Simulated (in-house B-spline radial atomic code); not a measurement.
Radial electron density of the rubidium ion Rb⁸⁺, [Ar] 3d10 8p1. Level of theory: Dirac-Hartree-Fock, average of configuration, Fermi nucleus of rms radius 4.2036 fm; calculated with a B-spline radial code for spherical atoms.

Columns: r (bohr), 4πr²n(r) (electrons per bohr), bar.

```
 0.00172    1.438 #
 0.00216    2.158 ##
 0.00272    3.228 ###
 0.00343    4.787 ####
 0.00433    7.016 ######
 0.00545    10.06 ########
 0.00687    14.15 ###########
 0.00865    19.34 ################
  0.0109    25.58 #####################
  0.0137    32.37 ##########################
  0.0173    39.05 ###############################
  0.0218    44.13 ####################################
  0.0275    46.34 #####################################
  0.0346    45.07 ####################################
  0.0436    41.39 #################################
  0.0549    38.38 ###############################
  0.0692    39.67 ################################
  0.0872     46.2 #####################################
    0.11    53.64 ###########################################
   0.138     54.6 ############################################
   0.174     46.2 #####################################
    0.22    34.99 ############################
   0.277    31.64 #########################
   0.349    36.39 #############################
    0.44    38.58 ###############################
   0.554    30.77 #########################
   0.698    17.37 ##############
   0.879    6.741 #####
    1.11    1.687 #
     1.4   0.2505 
    1.76  0.06677 
    2.22  0.03101 
    2.79  0.01818 
    3.52  0.07185 
    4.43  0.01043 
    5.58   0.1108 
    7.03  0.01592 
    8.86   0.2375 
    11.2  0.07516 
    14.1 0.002769 
    17.7 1.166e-05 
    22.3 2.315e-09 
    28.1  9.4e-11
```

On this grid the curve has 6 maxima, near 0.0275, 0.138, 0.44, 3.52, 5.58, 8.86 bohr.

The 3d3/2 radial function P(r) = rR(r), positive near the nucleus, with its small component Q(r) (sign convention: Q ≈ (P' + κP/r)/2c):

| r (bohr) | P | Q |
| --- | --- | --- |
| 0.0137 | 0.002288 | 0.002704 |
| 0.0218 | 0.008052 | 0.006053 |
| 0.0346 | 0.027 | 0.01266 |
| 0.0549 | 0.08418 | 0.02404 |
| 0.0872 | 0.2348 | 0.03954 |
| 0.138 | 0.55 | 0.05254 |
| 0.22 | 1.029 | 0.05154 |
| 0.349 | 1.386 | 0.03227 |
| 0.554 | 1.228 | 0.009755 |
| 0.879 | 0.6295 | -0.0005079 |
| 1.4 | 0.1406 | -0.0008908 |
| 2.22 | 0.008463 | -8.416e-05 |
